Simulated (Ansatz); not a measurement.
The cluster Bi₂Te₃⁻. The state is a doublet with charge -1. Geometry r2SCAN-D4/def2-SVPD.

```xyz
5

Bi    0.6445    0.5339    1.6991
Bi   -1.2758    1.2548   -0.6211
Te    2.3081   -0.9196   -0.0555
Te   -1.9962   -0.6957    1.4358
Te    0.3194   -0.1734   -2.4583
```

In the def2 sets Bi, Te take a core potential; there is no spin–orbit coupling. Another isomer (doublet) lies 0.03 eV lower at PBE0-D4/def2-TZVPD; other spin states weren't run for this one.

Problem. Estimate the α-spin orbital energies around the gap (eV) in Ansatz with PBE-D4/def2-TZVPD, BLYP-D4/def2-TZVPD, r2SCAN-D4/def2-TZVPD, PBE0-D4/def2-TZVPD.

Solution. 
```csv
orbital,PBE-D4/def2-TZVPD,BLYP-D4/def2-TZVPD,r2SCAN-D4/def2-TZVPD,PBE0-D4/def2-TZVPD
HOMO−9,-4.00,-3.75,-4.31,-5.06
HOMO−8,-3.57,-3.34,-3.83,-4.57
HOMO−7,-3.10,-2.89,-3.36,-4.09
HOMO−6,-3.09,-2.87,-3.36,-4.05
HOMO−5,-2.40,-2.21,-2.62,-3.23
HOMO−4,-2.24,-2.03,-2.46,-3.14
HOMO−3,-1.57,-1.38,-1.77,-2.45
HOMO−2,-1.44,-1.26,-1.63,-2.26
HOMO−1,-1.08,-0.90,-1.26,-1.91
HOMO,-0.51,-0.32,-0.72,-1.24
LUMO,0.69,0.79,0.81,1.25
LUMO+1,0.94,1.06,0.98,1.45
LUMO+2,1.23,1.34,1.31,1.67
LUMO+3,1.36,1.46,1.55,1.92
LUMO+4,2.01,2.12,2.21,2.58
LUMO+5,2.36,2.40,2.82,2.70
β HOMO,-0.98,-0.82,-1.14,-1.79
β LUMO,-0.06,0.03,0.10,0.56
```
